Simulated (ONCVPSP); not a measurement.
**indium: one change to an ONCV potential, before and after**

```
Element                 : In
Generator               : ONCVPSP 4.0.1
Type                    : optimised norm-conserving Vanderbilt (ONCV)
Functional              : PBE
Relativity              : scalar-relativistic
Frozen core             : [Ar] 3d10 4s2
Valence charge          : 19
Reference configuration : 4p6 4d10 5s2 5p1
Partial waves           : 5s: rc 2.15 bohr, ncon 3, nbas 7, qcut 2.9 1/bohr, 2 projectors, debl 1 Ha; 4p+5p: rc 1.80 bohr, ncon 4, nbas 7, qcut 8.2 1/bohr, 3 projectors, debl 2.2 Ha; 4d: rc 1.45 bohr, ncon 3, nbas 8, qcut 9.7 1/bohr, 2 projectors, debl 2.4 Ha
Local potential         : polynomial inside 1.15 bohr (lpopt 5, dvloc0 0 Ha)
Core correction         : polynomial model core, fcfact 0.7
```

Change: d: nproj 0; local potential the d channel.

Cutoffs: the cutoffs (Ha) at which the residual kinetic energy of the hardest occupied pseudo-wave falls to 1 and 0.1 mHa per electron; they do not see the model core or the augmentation charge, which bear on the density cutoff. Errors are all-electron minus pseudo energies relative to the spin-unpolarised reference configuration.

How do hardness, ghosts and transferability respond?

The potential gets neither clearly harder nor softer (35 Ha and 40 Ha → 35 Ha and 40 Ha); both files keep a bound ghost (s); of the 3 tests that both files solve, the error grows in 1 and shrinks in 0 by more than 15 % and 0.3 meV (median size 7.0 → 9.1 meV); the range in which the d phases agree narrows (upper end 4.2 → 3.0).

| quantity | base | changed |
| --- | --- | --- |
| cutoff, loose | 35 Ha | 35 Ha |
| cutoff, tight | 40 Ha | 40 Ha |
| bound ghosts | s | s |
| GHOST(+) flags under 300 eV | none | none |
| tests with a reliable result | 3 of 4 | 3 of 4 |
| error for 4p6 4d10 5s2 5p0, meV [ΔE 5.36 eV] | -1.4 | -1.4 |
| error for 4p6 4d10 5s1 5p0, meV [ΔE 24.60 eV] | -9.0 | -9.1 |
| error for 4p6 4d9 5s2 5p2, meV [ΔE 18.31 eV] | -7.0 | -11 |
| s: phases at 2.19 bohr within 0.05 rad from the reference energy up to (Ha; the scan ends near 5) | 3.0 | n/a |
| p: phases at 1.83 bohr within 0.05 rad from the reference energy up to (Ha; the scan ends near 5) | to the end of the scan | to the end of the scan |
| d: phases at 1.47 bohr within 0.05 rad from the reference energy up to (Ha; the scan ends near 5) | 4.2 | 3.0 |
| rms error of d²Exc/dni dnj with the model core, mHa | 0.41 | 0.41 |

 A true bound ghost makes a file unfit for plane-wave use even where its test errors are small: the radial tests pick states by their node count and pass the ghost by.
